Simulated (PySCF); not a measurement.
Compound: C₆H₁₁Si (doublet state).
Cartesian coordinates in Å at the GFN2-xTB level; atoms count from 1:
```xyz
18
C6H11Si angstrom
Si     2.349    0.187   -0.705
C      1.333   -0.918    0.517
C     -0.087   -0.602    0.428
C     -1.153   -1.012   -0.548
C     -2.037    0.089    0.045
C     -1.367    1.407   -0.138
C     -0.908    0.481    0.981
H      1.838   -0.049   -2.056
H      2.160    1.583   -0.314
H      3.768   -0.168   -0.643
H      1.703   -0.741    1.529
H      1.509   -1.965    0.266
H     -0.927   -0.913   -1.614
H     -1.538   -2.021   -0.372
H     -3.089   -0.015    0.252
H     -0.722    1.564   -0.991
H     -1.920    2.283    0.171
H     -0.920    0.817    2.007
```

The hyperfine couplings belong to this conformer and change with its torsions.

Identity: `[SiH3]C[C]1C[C@@H]2C[C@H]12` [radical].

Theory: UKS B3LYP, pcH-1 on C H Si, non-relativistic, mean-field spin-orbit, GIAO in PySCF. Geometry: GFN2-xTB, one conformer, isolated molecule. A GFN2-xTB geometry isn't a minimum of the functional, and hyperfine couplings can be far from their values at a DFT geometry. Stability of the SCF solution: not tested.

The largest Mulliken spin populations are on C3 (+0.89), Si1 (+0.09), C7 (-0.08) and C6 (+0.08). No atom but C3 exceeds +0.15. The positive populations add up to 1.23 and the negative ones to -0.23, together 2S = 1. The angles at C3 add up to 358.1°, so it is nearly planar.

Task: How do the β-proton couplings of this frozen conformer go with θ, the angle between the C–H bond and the normal to the plane of the spin centre's three neighbours, both seen down the bond from centre to carbon?

Result: 
```json
{"β H": "H11", "on": "C2", "centre": "C3", "θ (°)": "60", "cos²θ": "0.25", "a (G)": "+13.34"}
{"β H": "H12", "on": "C2", "centre": "C3", "θ (°)": "60", "cos²θ": "0.25", "a (G)": "+15.32"}
{"β H": "H13", "on": "C4", "centre": "C3", "θ (°)": "31", "cos²θ": "0.73", "a (G)": "+19.24"}
{"β H": "H14", "on": "C4", "centre": "C3", "θ (°)": "21", "cos²θ": "0.87", "a (G)": "+32.98"}
{"β H": "H18", "on": "C7", "centre": "C3", "θ (°)": "51", "cos²θ": "0.39", "a (G)": "+10.28"}
```

Fitting the Heller–McConnell form a = ρ(B0 + B2 cos²θ), with Mulliken ρ = 0.89, gives B0 = 6.0 G and B2 = 29.2 G, with a largest miss of 5.2 G.

Couplings in gauss use g_iso = 2.0028.

Time: 1.9 min of wall time (grids of density and orbitals included); peak memory 0.97 GiB. Hardware: one thread of an Arm Neoverse V1, no GPU, shared host with 32 logical CPUs at a one-minute load of 21.
